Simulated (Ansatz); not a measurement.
Coupled-cluster run, CH5GeNO, SMILES `[NH2][GeH2][CH]=O`.

```yaml
crystal:
  periodic: [false, false, false]
  atoms:
    - {symbol: N, position_ang: [-0.841134, 1.261721, -0.383301]}
    - {symbol: Ge, position_ang: [0.008762, -0.005018, 0.645772]}
    - {symbol: C, position_ang: [0.763223, -1.353203, -0.634832]}
    - {symbol: O, position_ang: [1.656534, -2.100680, -0.346826]}
    - {symbol: H, position_ang: [-0.246639, 1.998625, -0.735478]}
    - {symbol: H, position_ang: [-1.647453, 1.682091, 0.055907]}
    - {symbol: H, position_ang: [1.163038, 0.526340, 1.519561]}
    - {symbol: H, position_ang: [-1.071548, -0.670022, 1.514264]}
    - {symbol: H, position_ang: [0.303917, -1.386155, -1.652169]}
basis:
  gaussian: {orbitals: def2-TZVPP}
correlation: {method: ccsd_t}
```

```sh
$ ansatz run in.yaml --threads 4 --pin off --events-out ev --progress --plain --max-ram 10444MiB
```

Log, shortened:

```
Functional definition: HF
1292 factors; integrals over basis functions are off by at most 1.1e-3 eV
mean field evaluation 1: about -61098.9184 eV, gradient 4.6e1 eV
mean field evaluation 2: about -61099.0927 eV, gradient 4.6e1 eV
mean field evaluation 4: about -61103.4547 eV, gradient 4.3e0 eV
mean field evaluation 8: about -61103.5312 eV, gradient 5.1e-1 eV
mean field evaluation 16: about -61103.5332 eV, gradient 3.8e-6 eV
mean field -61103.53324637 eV, -2245.5134293417 hartree, gradient 3.8e-6 eV, S^2 0.000000; 0 other end points of the search recorded, 0 dependent functions left out
12 core orbitals not correlated: weight in the atoms' cores, before any rotation towards them, 1.000 or more for the frozen orbitals, at most 0.000 for the correlated occupied ones
reference -61103.53324637 eV, -2245.5134293417 hartree; 17, 17 occupied and 182, 182 virtual orbitals, 1292 factors
second order -23.41382546 eV of doubles, -0.00000000 eV of singles
cycle   1  -23.16725192 eV  change    2.5e-1 eV  update   1.2e-1
cycle   2  -23.84986899 eV  change   -6.8e-1 eV  update   3.7e-2
cycle   3  -24.00046382 eV  change   -1.5e-1 eV  update   1.9e-2
cycle   4  -23.98380552 eV  change    1.7e-2 eV  update   4.9e-3
cycle   5  -23.98284958 eV  change    9.6e-4 eV  update   2.3e-3
cycle   6  -23.98400314 eV  change   -1.2e-3 eV  update   6.8e-4
cycle   7  -23.98370989 eV  change    2.9e-4 eV  update   2.7e-4
cycle   8  -23.98362366 eV  change    8.6e-5 eV  update   8.9e-5
cycle   9  -23.98364355 eV  change   -2.0e-5 eV  update   3.8e-5
perturbative correction -0.96660447 eV, -0.0355220590 hartree
Total energy: -61128.48349439 eV, -2246.4303340445 hartree
```

Run time 95 s (4 threads of an Arm Neoverse V1 on a shared host); peak host memory 3.1 GiB.

MP2 recovers 93.8 % of the CCSD(T) correlation energy and the triples give 3.9 %; T1 = 0.0135.
